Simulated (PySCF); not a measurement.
Species: C3H5F3Si.
Numbering: `[CH2:1]=[C:2]([SiH3:3])[C:4]([F:5])([F:6])[F:7]` (hydrogens: H8, H9 on C1; H10, H11, H12 on Si3)

Method: PBE0-D3(BJ)/def2-SVP geometry optimisation, gas phase (PySCF 2.14.0); density fitting, grid level 1; the optimiser is geomeTRIC in internal coordinates, started from a GFN2-xTB structure with every atom displaced at random (about 0.01 Å).

Step 0: E = -19194.3831 eV
```
atom  x, y, z in Å  |  force x, y, z in eV/Å
C1     -0.6537    1.4663   -0.2336   -1.420   3.071  -0.422
C2     -0.1797    0.2782   -0.0371    1.522  -2.255   0.262
Si3     1.6182   -0.2408   -0.2483   -0.204   0.512   0.586
C4     -1.0381   -0.8261    0.3897   -2.999  -1.605   0.383
F5     -1.2186   -1.7594   -0.5911    0.502   0.729   0.515
F6     -2.3179   -0.4494    0.7324    1.277  -0.010  -0.289
F7     -0.5666   -1.4957    1.4556    0.228   0.369  -0.355
H8     -0.0238    2.3052   -0.5633    0.000  -0.205   0.028
H9     -1.7212    1.7307   -0.0775    0.459  -0.288  -0.024
H10     2.3006    0.9097   -0.8377    0.365   0.380  -0.294
H11     1.6662   -1.4184   -1.0939    0.128  -0.623  -0.454
H12     2.1746   -0.5325    1.0968    0.142  -0.075   0.065
```

Step 1: E = -19194.5848 eV
```
atom  x, y, z in Å  |  force x, y, z in eV/Å
C1     -0.6509    1.4688   -0.2042    0.180  -0.285   0.050
C2     -0.1830    0.2264   -0.0139   -0.222   0.239   0.014
Si3     1.6373   -0.2105   -0.2624   -0.121  -0.137  -0.042
C4     -1.1393   -0.8646    0.4106    0.733   0.508  -0.097
F5     -1.1680   -1.8297   -0.5088   -0.212  -0.178  -0.022
F6     -2.3784   -0.4181    0.5919   -0.144  -0.204   0.090
F7     -0.7133   -1.4187    1.5549   -0.233  -0.081   0.024
H8      0.0103    2.2780   -0.5193    0.031   0.070  -0.021
H9     -1.7034    1.7131   -0.0454   -0.078   0.024  -0.016
H10     2.3189    0.9643   -0.8738   -0.021   0.051  -0.008
H11     1.7226   -1.3894   -1.1718    0.076  -0.005  -0.007
H12     2.2872   -0.5518    1.0343    0.011  -0.001   0.035
```

Step 2: E = -19194.5943 eV
```
atom  x, y, z in Å  |  force x, y, z in eV/Å
C1     -0.6388    1.4711   -0.2067   -0.040  -0.060   0.001
C2     -0.1821    0.2283   -0.0157   -0.086  -0.074   0.040
Si3     1.6353   -0.2130   -0.2668    0.007  -0.062   0.001
C4     -1.1337   -0.8608    0.4116    0.001  -0.028   0.079
F5     -1.1984   -1.8347   -0.5010    0.112  -0.027  -0.140
F6     -2.3793   -0.4360    0.6109   -0.141   0.206  -0.004
F7     -0.7311   -1.4322    1.5554    0.142   0.037   0.008
H8      0.0241    2.2828   -0.5200    0.006  -0.020  -0.006
H9     -1.6948    1.7189   -0.0599   -0.003   0.009   0.014
H10     2.3009    0.9774   -0.8704   -0.012   0.012   0.000
H11     1.7529   -1.3872   -1.1797    0.017   0.009   0.005
H12     2.2849   -0.5470    1.0344   -0.004  -0.001   0.001
```

Question: Estimate the geometry and energy of step 3. (The exact step hangs on the optimiser's Hessian estimate; all steps are aligned on step 2, rigid shifts and turns removed.)

Answer: E = -19194.5978 eV, largest force 0.070 eV/Å
```
atom  x, y, z in Å  |  force x, y, z in eV/Å
C1     -0.6455    1.4680   -0.2067    0.019   0.035  -0.029
C2     -0.1830    0.2282   -0.0167   -0.050  -0.048   0.013
Si3     1.6335   -0.2195   -0.2657    0.019   0.003   0.001
C4     -1.1313   -0.8566    0.4110    0.004   0.003   0.039
F5     -1.1931   -1.8263   -0.5093    0.004   0.003  -0.005
F6     -2.3765   -0.4224    0.6144   -0.009   0.005   0.002
F7     -0.7168   -1.4276    1.5512    0.007  -0.002  -0.023
H8      0.0175    2.2779   -0.5247   -0.012  -0.001   0.000
H9     -1.7013    1.7157   -0.0545    0.025  -0.003   0.004
H10     2.2967    0.9748   -0.8656   -0.001   0.000   0.000
H11     1.7602   -1.3919   -1.1792    0.000   0.006   0.003
H12     2.2796   -0.5525    1.0378   -0.007  -0.001  -0.005
```

The energy changes by -0.0035 eV. The first-order estimate −F·Δx gives -0.0071 eV and the mean of the old and new forces, exact on a quadratic surface, -0.0036 eV. The step makes an angle of 56° with the force vector and moves no atom by more than 0.016 Å.

The cost below is that of the whole optimisation. Time: 41 s wall; peak memory 0.52 GiB. Hardware: one thread, Arm Neoverse V1 (aarch64), shared host with 32 logical CPUs at a one-minute load of 25.
